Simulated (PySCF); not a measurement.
PySCF input for CH₆ClNSi, SMILES C[SiH](N)Cl, IEF-PCM-PBE0/def2-SVP. Geometry: B3LYP-D3(BJ)/def2-SVP. The values are those of a single conformer.

```python
import numpy as np
from pyscf import gto, scf, dft
from pyscf.solvent import pcm

mol = gto.M(
    atom='''
    Si   -0.25255634   -0.04351582    0.50600005
    C     1.22682637   -1.03720747    1.06365593
    N    -1.53354993   -1.11020786    0.07193557
    Cl    0.40421504    1.18059652   -1.08004762
    H    -0.77417630    0.88639560    1.53846434
    H     0.96958766   -1.66109237    1.93425536
    H     1.57570410   -1.69657439    0.25235142
    H     2.06144386   -0.37327276    1.33628447
    H    -1.33951142   -1.89337602   -0.54667453
    H    -2.45502375   -0.72829960   -0.12335701
    ''',
    basis='def2-SVP',
    charge=0,
    spin=0,
    max_memory=1600,
    verbose=3,
)
mf = dft.RKS(mol, xc='pbe0').density_fit(auxbasis='def2-universal-jkfit')
mf.grids.level = 3
mf.conv_tol = 1e-9
mf.max_cycle = 100
mf.kernel()
res = {}
for name, eps in {'water': 78.355, 'toluene': 2.3741, 'dichloromethane': 8.93}.items():
    s = mf.PCM()
    s.with_solvent.method, s.with_solvent.eps, s.with_solvent.lebedev_order = 'IEF-PCM', eps, 29
    s.kernel(mf.make_rdm1())
    res[name] = (s.e_tot, eps, s.dip_moment(), s.mo_energy, s.converged)
    print(f'{name}: electrostatic solvation free energy {(s.e_tot - mf.e_tot) * 627.509474:.3f} kcal/mol')
```

Log of the run:

```
converged SCF energy = -845.560322003804

WARN: PCM is an experimental feature. It is still in testing.
Features and APIs may be changed in the future.

converged SCF energy = -845.567718303218
Dipole moment(X, Y, Z, Debye): -1.02251, -2.31859,  0.53655
water: electrostatic solvation free energy -4.641 kcal/mol

WARN: PCM is an experimental feature. It is still in testing.
Features and APIs may be changed in the future.

converged SCF energy = -845.563843605931
Dipole moment(X, Y, Z, Debye): -0.92164, -2.07561,  0.49821
toluene: electrostatic solvation free energy -2.210 kcal/mol

WARN: PCM is an experimental feature. It is still in testing.
Features and APIs may be changed in the future.

converged SCF energy = -845.566615397494
Dipole moment(X, Y, Z, Debye): -0.99438, -2.25016,  0.53017
dichloromethane: electrostatic solvation free energy -3.949 kcal/mol
```

Self-consistency was reached.

Cost: around 60 core-seconds (rough).
